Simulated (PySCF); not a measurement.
# Ionisation energy of Ar²⁺ by level of theory

Ar²⁺ [Ne] 3s2 3p4 (3P) → Ar³⁺ [Ne] 3s2 3p3 (4S), as a difference of total energies. Calculation: PySCF 2.14, in cc-pVDZ-DK (4s3p1d, 18 functions); the spin-free X2C one-electron Hamiltonian (Gaussian nucleus). Correlated levels: valence: [Ne] frozen. The calculations carry no spin-orbit coupling.

```
           method  ionisation energy (eV)  difference from reference (eV)
              UHF                  39.287                          -1.448
            M06-L                  40.386                          -0.349
            B3LYP                  40.845                          +0.110
    MP2 (valence)                  39.736                          -0.999
SCS-MP2 (valence)                  39.750                          -0.985
   CCSD (valence)                  39.740                          -0.995
CCSD(T) (valence)                  39.747                          -0.988
```

Reference: 40.735 ± 0.012 eV (semi-empirical (NIST evaluation); NIST Atomic Spectra Database, ionization energies).

The reference lies between the lowest fine-structure levels, while these numbers refer to the centres of the terms.

Errors of the correlated levels include the incompleteness of this basis and the frozen core.
